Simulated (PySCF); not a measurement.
SMILES C(c1cccc(c1)O[SiH3])=C (GFN2-xTB optimised geometry):

```
20

C     -3.545    -1.919    -0.149
C     -2.239    -1.725    -0.007
C     -1.544    -0.443     0.000
C     -2.210     0.783     0.010
C     -1.496     1.966     0.014
C     -0.114     1.958     0.007
C      0.567     0.743     0.000
O      1.916     0.773    -0.005
Si     3.075    -0.365    -0.007
C     -0.150    -0.443     0.000
H     -3.967    -2.910    -0.145
H     -4.244    -1.111    -0.280
H     -1.593    -2.587     0.107
H     -3.288     0.813     0.022
H     -2.021     2.910     0.023
H      0.452     2.876     0.009
H      4.244     0.499    -0.012
H      2.984    -1.211     1.185
H      2.977    -1.214    -1.197
H      0.392    -1.378    -0.005
```

Calculation: PBE/def2-SVP run with PySCF.

Q: What are the frontier orbital energies and the dipole moment?

A: HOMO-2 -7.22 eV, HOMO-1 -5.94 eV, HOMO -5.42 eV, LUMO -1.81 eV, LUMO+1 -0.86 eV; dipole moment 0.54 D.

Meta-Löwdin charges at PBE/def2-SVP: C1 -0.23, C2 -0.09, C3 0.02, C4 -0.12, C5 -0.10, C6 -0.14, C7 0.20, O8 -0.52, Si9 0.69, C10 -0.16, H11 0.11, H12 0.10, H13 0.10, H14 0.10, H15 0.11, H16 0.12, H17 -0.09, H18 -0.11, H19 -0.11, H20 0.10.
